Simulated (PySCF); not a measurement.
Isomers of C8H14N2, mass 138.116 u with the commonest isotopes. Method used: PBE0/pcSseg-1 in PySCF (dipole) on a GFN2-xTB geometry, gas phase. One conformer each, none proved a minimum here; rigid rotors.

Question: Order these by rotational constant A, smallest first.
A. `[CH:1]#[C:2][CH2:3][N:4]([CH2:5][CH2:6][CH3:7])/[N:8]=[CH:9]/[CH3:10]` with C2–C3–N4–C5 92°, C3–N4–C5–C6 -66°, N4–C5–C6–C7 -65°, C3–N4–N8–C9 -5°
B. `[CH3:1][c:2]1[cH:3][cH:4][n:5]([CH2:6][CH:7]([CH3:8])[CH3:9])[n:10]1` with C4–N5–C6–C7 -83°, N5–C6–C7–C8 169°
C. `[CH2:1]=[N:2][C@@H:3]1[CH:4]=[CH:5][C@@H:6]([N:7]([CH3:8])[CH3:9])[CH2:10]1` with C1–N2–C3–C4 -114°, C5–C6–N7–C8 -82°, N2–C3–C4–C5 -124°, C4–C5–C6–N7 -114°, C5–C6–C10–C3 -12°, N2–C3–C10–C6 129°
D. `[CH3:1][CH2:2][C@H:3]([CH3:4])[n:5]1[n:6][cH:7][cH:8][c:9]1[CH3:10]` with C1–C2–C3–C4 -175°, C2–C3–N5–N6 59°
E. `[CH3:1][C:2]([CH3:3])([CH3:4])/[N:5]=[CH:6]/[C:7]#[C:8][CH2:9][NH2:10]` with C8–C9–N10–H 59° and -59°

Answer: A (1472 MHz), D (1788 MHz), B (3141 MHz), E (3225 MHz), C (3533 MHz).

Question: Order these by out-of-plane moment Σ m c² = (Ia + Ib − Ic)/2, smallest first.
A. `[CH:1]#[C:2][CH2:3][N:4]([CH2:5][CH2:6][CH3:7])/[N:8]=[CH:9]/[CH3:10]` with C2–C3–N4–C5 92°, C3–N4–C5–C6 -66°, N4–C5–C6–C7 -65°, C3–N4–N8–C9 -5°
B. `[CH3:1][c:2]1[cH:3][cH:4][n:5]([CH2:6][CH:7]([CH3:8])[CH3:9])[n:10]1` with C4–N5–C6–C7 -83°, N5–C6–C7–C8 169°
C. `[CH:1]1=[N:2][N:3]([CH:4]2[CH2:5][CH2:6][CH2:7][CH2:8]2)[CH2:9][CH2:10]1` with N2–N3–C4–C5 -56°, C1–N2–N3–C4 -153°, N3–C4–C5–C6 131°, C4–C5–C6–C7 -32°, C5–C6–C7–C8 43°
D. `[CH3:1][CH2:2][C@H:3]([CH3:4])[n:5]1[n:6][cH:7][cH:8][c:9]1[CH3:10]` with C1–C2–C3–C4 -175°, C2–C3–N5–N6 59°
E. `[CH3:1][C:2]([CH3:3])([CH3:4])/[N:5]=[CH:6]/[C:7]#[C:8][CH2:9][NH2:10]` with C8–C9–N10–H 59° and -59°
F. `[CH2:1]=[N:2][C@@H:3]1[CH:4]=[CH:5][C@@H:6]([N:7]([CH3:8])[CH3:9])[CH2:10]1` with C1–N2–C3–C4 -114°, C5–C6–N7–C8 -82°, N2–C3–C4–C5 -124°, C4–C5–C6–N7 -114°, C5–C6–C10–C3 -12°, N2–C3–C10–C6 129°

Answer: B (38.26 u·Å²), E (58.24 u·Å²), F (64.27 u·Å²), C (74.46 u·Å²), A (118.25 u·Å²), D (126.64 u·Å²).

Question: Order these by rotational constant C, largest first.
A. `[CH2:1]=[N:2][C@@H:3]1[CH:4]=[CH:5][C@@H:6]([N:7]([CH3:8])[CH3:9])[CH2:10]1` with C1–N2–C3–C4 -114°, C5–C6–N7–C8 -82°, N2–C3–C4–C5 -124°, C4–C5–C6–N7 -114°, C5–C6–C10–C3 -12°, N2–C3–C10–C6 129°
B. `[CH:1]#[C:2][CH2:3][N:4]([CH2:5][CH2:6][CH3:7])/[N:8]=[CH:9]/[CH3:10]` with C2–C3–N4–C5 92°, C3–N4–C5–C6 -66°, N4–C5–C6–C7 -65°, C3–N4–N8–C9 -5°
C. `[CH3:1][C:2]([CH3:3])([CH3:4])/[N:5]=[CH:6]/[C:7]#[C:8][CH2:9][NH2:10]` with C8–C9–N10–H 59° and -59°
D. `[CH3:1][c:2]1[cH:3][cH:4][n:5]([CH2:6][CH:7]([CH3:8])[CH3:9])[n:10]1` with C4–N5–C6–C7 -83°, N5–C6–C7–C8 169°
E. `[CH3:1][CH2:2][C@H:3]([CH3:4])[n:5]1[n:6][cH:7][cH:8][c:9]1[CH3:10]` with C1–C2–C3–C4 -175°, C2–C3–N5–N6 59°

Answer: E (1015 MHz), B (843.5 MHz), A (707.1 MHz), D (657.5 MHz), C (438.6 MHz).

```
                      SMILES  point group  Ia (u·Å²)  Ib (u·Å²)  Ic (u·Å²)      κ  μa (D)  μb (D)  μc (D)
C=N[C@@H]1C=C[C@@H](N(C)C)C1           C1     143.03     700.20     714.68  -0.99    0.12    0.02    1.42
          CC[C@H](C)n1nccc1C           C1     282.64     468.76     498.11  -0.84    0.53    2.19    1.01
          CC(C)(C)/N=C/C#CCN           Cs     156.72    1111.98    1152.22  -0.99    1.04    1.17    0.00
            C#CCN(CCC)/N=C/C           C1     343.35     492.27     599.12  -0.42    0.68    1.04    0.34
            Cc1ccn(CC(C)C)n1           C1     160.90     684.23     768.62  -0.93    1.18    1.40    0.56
           C1=NN(C2CCCC2)CC1           C1     163.10     573.52     587.71  -0.98    1.14    1.45    0.74
```
